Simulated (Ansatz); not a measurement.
Mulliken charges of BBrH, SMILES `[BH]Br` radical from PBE/def2-TZVPP in Ansatz (PBE0-D4/def2-TZVP geometry).

| atom | x (Å) | y (Å) | z (Å) | charge (e) |
| --- | --- | --- | --- | --- |
| B1 | -0.095 | -0.523 | -0.116 | -0.043 |
| Br2 | 1.181 | 0.563 | 0.710 | -0.008 |
| H3 | -1.097 | -0.105 | -0.607 | 0.051 |

Task: By hand: the dipole of these point charges (1 e Å = 4.8032 D).

Result: Σ q r = (-0.061, 0.013, -0.032) e Å, of length 0.070 e Å = 0.34 D.

Task: How does the dipole of the full density compare? (Best estimate.)

Result: The calculation gave: (-0.018, 0.119, 0.005) e Å, 0.58 D; the point charges give 0.59 times that, at 73° from its direction.

Point charges leave out the atoms' own dipoles, such as those of lone pairs, and Mulliken's split depends on the basis, so the two needn't agree.
